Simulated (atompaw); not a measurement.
## Cutoff test, Zr (Z = 40), PAW (atompaw)

- Element: zirconium (Zr)
- Generator: atompaw 4.2.0.5
- Type: PAW
- Functional: PBE
- Relativity: scalar-relativistic
- Frozen core: [Ar] 3d10
- Valence charge: 12
- Reference configuration: 4s2 4p6 4d2 5s1.5 5p0 (charge +0.5)
- Partial waves: 4s (bound): rc 1.65 bohr; 5s (bound): rc 2.85 bohr; 4p (bound): rc 1.60 bohr; 5p (bound, empty): rc 2.85 bohr; 4d (bound): rc 2.50 bohr; 4d channel at 0.05 Ry: rc 2.85 bohr
- Local potential: troulliermartins scheme with l = 3 at 0 Ry, radius 2.30 bohr
- Core correction: smooth core density matched at 2.05 bohr
- Augmentation charge: besselshape compensation charge, radius 2.35 bohr; PAW radius 2.85 bohr; waves and projectors: custom rrkj vanderbiltortho

The pseudo-atom Hamiltonian at the reference potential is diagonalised in spherical Bessel functions j_l(qr) that vanish at 20 bohr, with q² up to the cutoff. All-electron valence levels (Ry): 4s -4.2399, 5s -0.5227, 4p -2.6202, 5p -0.2773, 4d -0.4896.

Q: How do the lowest levels (Ry) of each channel move with the cutoff, and are there ghosts?

A:

| cutoff (Ry) | s #1 | s #2 | s #3 | p #1 | p #2 | p #3 | d #1 | f #1 | Σ f·Δε (mRy) |
| --- | --- | --- | --- | --- | --- | --- | --- | --- | --- |
| 8 | -4.0615 | -0.5226 | -0.1018 | -1.2790 | -0.2772 | -0.0449 | -0.3760 | 0.0210 | 8631.3 |
| 12 | -4.2151 | -0.5227 | -0.1018 | -2.3501 | -0.2773 | -0.0450 | -0.4804 | 0.0210 | 1688.6 |
| 18 | -4.2385 | -0.5227 | -0.1018 | -2.5802 | -0.2773 | -0.0450 | -0.4894 | 0.0210 | 243.2 |
| 25 | -4.2397 | -0.5227 | -0.1018 | -2.6161 | -0.2773 | -0.0450 | -0.4895 | 0.0210 | 25.1 |
| 30 | -4.2397 | -0.5227 | -0.1018 | -2.6194 | -0.2773 | -0.0450 | -0.4896 | 0.0210 | 4.8 |
| 40 | -4.2398 | -0.5227 | -0.1018 | -2.6199 | -0.2773 | -0.0450 | -0.4896 | 0.0210 | 1.7 |
| 50 | -4.2399 | -0.5227 | -0.1018 | -2.6200 | -0.2773 | -0.0450 | -0.4896 | 0.0210 | 1.0 |
| 60 | -4.2399 | -0.5227 | -0.1018 | -2.6201 | -0.2773 | -0.0450 | -0.4896 | 0.0210 | 0.3 |
| 400 | -4.2399 | -0.5227 | -0.1018 | -2.6202 | -0.2773 | -0.0450 | -0.4896 | 0.0210 | 0.0 |

Result: no extra level below or beside the all-electron valence levels (s, p, d, f tested); 10 mRy is reached at 30 Ry and 1 mRy at 50 Ry.
